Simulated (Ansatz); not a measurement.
`[F][Sn]([Br])([Br])[Br]` and `[F][Ge]([Br])([Br])[Br]` differ in one element.

Ansatz, PBE0-D4/def2-TZVP geometries, multiplicity 1. 

Elements past krypton have def2 core potentials. Scalar relativity is left out up to krypton. Spin–orbit coupling is left out; it splits and shifts lone-pair levels of the heavy atoms by tenths of an eV.

```json
{"property": "size of the dipole moment (B3LYP/def2-TZVPP) / D", "`[F][Sn]([Br])([Br])[Br]`": "1.49"}
{"property": "size of the dipole moment (PBE/def2-TZVPP) / D", "`[F][Sn]([Br])([Br])[Br]`": "1.38"}
{"property": "LUMO energy (B3LYP/def2-TZVPP) / eV", "`[F][Sn]([Br])([Br])[Br]`": "-3.68"}
{"property": "HOMO–LUMO gap (PBE0/def2-TZVPP) / eV", "`[F][Sn]([Br])([Br])[Br]`": "5.72"}
{"property": "LUMO energy (PBE0/def2-TZVPP) / eV", "`[F][Sn]([Br])([Br])[Br]`": "-3.40"}
{"property": "size of the dipole moment (ωB97M-V/def2-TZVPP) / D", "`[F][Sn]([Br])([Br])[Br]`": "1.47"}
```

What does the change do to each property? (Best estimate.)

The calculation gave: 
```csv
property,`[F][Ge]([Br])([Br])[Br]`,shift
size of the dipole moment (B3LYP/def2-TZVPP) / D,1.16,-0.33
size of the dipole moment (PBE/def2-TZVPP) / D,1.06,-0.32
LUMO energy (B3LYP/def2-TZVPP) / eV,-2.90,0.78
HOMO–LUMO gap (PBE0/def2-TZVPP) / eV,6.36,0.64
LUMO energy (PBE0/def2-TZVPP) / eV,-2.60,0.80
size of the dipole moment (ωB97M-V/def2-TZVPP) / D,1.14,-0.33
```

With PBE0 the HOMO rises by 0.16 eV and the LUMO rises by 0.80 eV, so the gap widens by about 0.64 eV. PBE moves the HOMO by 0.16 eV and ωB97M-V by 0.17 eV. Dipoles are sizes alone; their direction can turn.

B3LYP here is the variant with VWN-RPA as its local correlation; programs differ in this.
